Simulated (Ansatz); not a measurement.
A run for Ansatz (a quantum-chemistry and plane-wave program): U-PBE0/def2-TZVPP on ZrAl, 2S+1 = 4, a spin state set in the input, which need not be the lowest. Elements past Kr take the def2 small-core potentials; no spin–orbit coupling.

Ansatz 0.2 input:
```yaml
crystal:
  periodic: [false, false, false]
  atoms:
    - {symbol: Zr, position_ang: [0.00000000, 0.00000000, 0.00000000]}
    - {symbol: Al, position_ang: [0.00000000, 0.00000000, 2.81200000]}
basis:
  gaussian:
    orbitals: def2-TZVPP
hamiltonian:
  xc: {name: PBE0}
magnetization: {spin_polarized: true, initial_magnetization: 3}
relax: {f_tol: 0.002, max_steps: 120}
```

Output:

```
WARN ansatz: RAYON_NUM_THREADS=2 ignored (pool sized by the plan → 2); use --threads N
Functional definition: PBE0
integrals: 0.03 GiB planned
690 factors; their error is unknown
mean field: 0.34 GiB planned
mean field evaluation 1: about -7868.4580 eV, gradient 1.1e1 eV
mean field evaluation 2: about -7868.5201 eV, gradient 1.1e1 eV
mean field evaluation 4: about -7869.1848 eV, gradient 2.4e0 eV
mean field evaluation 8: about -7869.2499 eV, gradient 1.4e-1 eV
mean field evaluation 16: about -7869.2841 eV, gradient 3.9e-3 eV
mean field evaluation 32: about -7868.4396 eV, gradient 6.3e0 eV
mean field evaluation 64: about -7869.0291 eV, gradient 4.8e-2 eV
mean field -7869.43961102 eV, -289.1965716071 hartree, gradient 2.1e-6 eV, S^2 4.204725; 8 other end points of the search recorded, 0 dependent functions left out
the calculation of the forces begins
reference -7869.43963582 eV, -289.1965725186 hartree; 14, 11 occupied and 84, 87 virtual orbitals, 690 factors
relax step   1: F+E_penalty+E_count = -7869.43961102 eV  Δ(F+E_penalty+E_count) = +0.000e0 eV  max|allowed force component| = 3.219e-1 eV/Å  Δτ_max = 0.0000 Å  (447 SCF iters, accepted)
these checks for a lower state are left out or cut short: starts, cluster_reference, orbital_swaps, neighbouring_geometries, increment
integrals: 0.03 GiB planned
690 factors; their error is unknown
mean field: 0.34 GiB planned
mean field evaluation 96: about -7869.4503 eV, gradient 5.8e-2 eV
mean field -7869.45034146 eV, -289.1969659436 hartree, gradient 4.5e-6 eV, S^2 4.229207; 1 other end points of the search recorded, 0 dependent functions left out
the calculation of the forces begins
reference -7869.45036618 eV, -289.1969668521 hartree; 14, 11 occupied and 84, 87 virtual orbitals, 690 factors
relax step   2: F+E_penalty+E_count = -7869.45034146 eV  Δ(F+E_penalty+E_count) = -1.073e-2 eV  max|allowed force component| = 1.284e-1 eV/Å  Δτ_max = 0.0236 Å  (135 SCF iters, accepted)
these checks for a lower state are left out or cut short: starts, cluster_reference, orbital_swaps, neighbouring_geometries, increment
integrals: 0.03 GiB planned
690 factors; their error is unknown
mean field: 0.35 GiB planned
mean field evaluation 128: about -7869.4468 eV, gradient 2.4e-4 eV
mean field -7869.45210166 eV, -289.1970306297 hartree, gradient 8.2e-6 eV, S^2 4.247819; 1 other end points of the search recorded, 0 dependent functions left out
the calculation of the forces begins
reference -7869.45212633 eV, -289.1970315364 hartree; 14, 11 occupied and 84, 87 virtual orbitals, 690 factors
relax step   3: F+E_penalty+E_count = -7869.45210166 eV  Δ(F+E_penalty+E_count) = -1.760e-3 eV  max|allowed force component| = 1.834e-2 eV/Å  Δτ_max = 0.0156 Å  (122 SCF iters, accepted)
these checks for a lower state are left out or cut short: starts, cluster_reference, orbital_swaps, neighbouring_geometries, increment
integrals: 0.03 GiB planned
690 factors; their error is unknown
mean field: 0.35 GiB planned
mean field -7869.45213570 eV, -289.1970318809 hartree, gradient 9.7e-6 eV, S^2 4.245621; 1 other end points of the search recorded, 0 dependent functions left out
the calculation of the forces begins
reference -7869.45216038 eV, -289.1970327878 hartree; 14, 11 occupied and 84, 87 virtual orbitals, 690 factors
relax step   4: F+E_penalty+E_count = -7869.45213570 eV  Δ(F+E_penalty+E_count) = -3.405e-5 eV  max|allowed force component| = 9.807e-4 eV/Å  Δτ_max = 0.0018 Å  (122 SCF iters, accepted)
integrals: 0.03 GiB planned
690 factors; their error is unknown
mean field: 0.35 GiB planned
mean field evaluation 160: about -7869.2807 eV, gradient 1.5e-1 eV
mean field evaluation 192: about -7869.0549 eV, gradient 1.0e-4 eV
mean field evaluation 224: about -7869.3631 eV, gradient 5.8e-1 eV
mean field -7869.45213570 eV, -289.1970318809 hartree, gradient 9.7e-6 eV, S^2 4.245621; 12 other end points of the search recorded, 0 dependent functions left out
the calculation of the forces begins
reference -7869.45216038 eV, -289.1970327878 hartree; 14, 11 occupied and 84, 87 virtual orbitals, 690 factors
Total energy: -7869.45216038 eV, -289.1970327878 hartree
Atom 0 at     0.000000    -0.000000     0.037411 Å, force     0.000000    -0.000000    -0.000981 eV/Å
Atom 1 at    -0.000000     0.000000     2.774589 Å, force    -0.000000     0.000000     0.000981 eV/Å
Dipole moment:     0.000000     0.000000    -0.359414 e Å
```

The calculation finished and met its thresholds. Its determinant has ⟨S²⟩ = 4.25, a mixture of spin states.

Cost: about 90 core-seconds (a rough figure).
